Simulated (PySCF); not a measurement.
## Static response to an electric field

GeF2Me2, C2H6F2Ge.
Cartesian coordinates in Å at the PBE0-D3(BJ)/def2-SVP level; atoms count from 1:
```xyz
11
C2H6F2Ge angstrom
Ge     0.493   -0.008    0.375
F      0.500   -0.002    2.114
F      2.183   -0.015   -0.034
C     -0.267    1.656   -0.223
H     -1.322    1.717    0.080
H     -0.206    1.729   -1.318
H      0.282    2.496    0.225
C     -0.279   -1.671   -0.213
H     -0.334   -1.697   -1.310
H     -1.293   -1.779    0.199
H      0.339   -2.510    0.136
```

Level: PBE0/def2-SVPD (PySCF), static field, nuclei fixed, core orbitals frozen in the response. The polarisability tensor in these axes (au):

```
x   49.45  0.04  1.34
y    0.04 60.14 -0.04
z    1.34 -0.04 48.72
```

Q: Diagonalise the tensor; give its mean and Δα, where Δα² is half the sum of the squared differences of the eigenvalues.

A: Principal values 47.70, 50.48 and 60.14 au; mean 52.77 au = 7.82 Å³ = 8.70 × 10⁻⁴⁰ C²·m²/J; Δα = 11.32 au (21 % of the mean).

Q: What is the dipole moment, and where does it point?

A: (-2.85, 0.00, -2.23) D, 3.62 D in size, pointing from the negative to the positive side. Measured along this direction, the outermost atoms are F3 and F2 at the negative end and H9, H5 and H6 at the positive end.

Q: How large is μ²/3kT at 273 K beside α?

A: In Gaussian units μ²/3kT = 115.86 Å³ against 7.82 Å³, a ratio of 14.82; the Debye molar polarisation (4π/3)N_A(α + μ²/3kT) is 312.0 cm³/mol, leaving out the vibrational part.

Q: What molar refraction does this α imply?

A: Lorentz–Lorenz: R = (4π/3)N_A α = 2.5225 cm³/(mol·Å³) × 7.82 Å³ = 19.7 cm³/mol, in the limit of long wavelengths.

Q: Give the principal axes and the span of the nuclei along them.

A: Largest value along (0.00, 1.00, 0.00), where the nuclei span 5.01 Å; middle along (0.79, 0.00, 0.61), 2.77 Å; least along (-0.61, 0.00, 0.79), 2.73 Å. 

Geometry: PBE0-D3(BJ)/def2-SVP; no solvent, vibrations or thermal averaging. The calculation is non-relativistic, for germanium too.

These values come from a run that also computed excited states. The run took 74 s wall (grids of density and orbitals included) on one thread, Intel Xeon at 2.50 GHz (x86_64), no GPU, on a shared host, and the process peaked at 0.82 GiB of memory.
